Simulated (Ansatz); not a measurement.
Job for Ansatz (a quantum-chemistry and plane-wave program): U-wB97X-V/cc-pV(T+d)Z on PO, 2S+1 = 2, a point of a bond scan (R = 1.480 Å). Files ending in .json are basis or fitting sets from the Basis Set Exchange.

Ansatz 0.2 input:
```yaml
crystal:
  periodic: [false, false, false]
  atoms:
    - {symbol: P, position_ang: [-0.00000000, -0.00000000, -0.51471869]}
    - {symbol: O, position_ang: [0.00000000, 0.00000000, 0.96509755]}
basis:
  gaussian:
    orbitals: cc-pV_T+d_Z.json
hamiltonian:
  xc: {name: wB97X-V}
magnetization: {spin_polarized: true, initial_magnetization: 1}
```

Program output:

```
WARN ansatz: RAYON_NUM_THREADS=2 ignored (pool sized by the plan → 2); use --threads N
Functional definition: wB97X-V
integrals: 0.02 GiB planned
480 factors; their error is unknown
integrals: 0.05 GiB planned
72 factors; integrals over basis functions are off by at most 1.1e-4 eV
mean field: 0.25 GiB planned
mean field evaluation 1: about -11329.2905 eV, gradient 3.5e1 eV
mean field evaluation 2: about -11319.9640 eV, gradient 6.1e1 eV
mean field evaluation 4: about -11333.5878 eV, gradient 5.9e-1 eV
mean field evaluation 8: about -11333.5899 eV, gradient 5.8e-2 eV
mean field evaluation 16: about -11333.5899 eV, gradient 2.2e-4 eV
mean field -11333.58993792 eV, -416.5017480354 hartree, gradient 1.4e-5 eV, S^2 0.755060; 0 other end points of the search recorded, 0 dependent functions left out
reference -11333.58993749 eV, -416.5017480196 hartree; 12, 11 occupied and 57, 58 virtual orbitals, 480 factors
Total energy: -11333.58993749 eV, -416.5017480196 hartree
```

The calculation finished and met its thresholds.

Cost: very roughly 2.0 core-seconds.
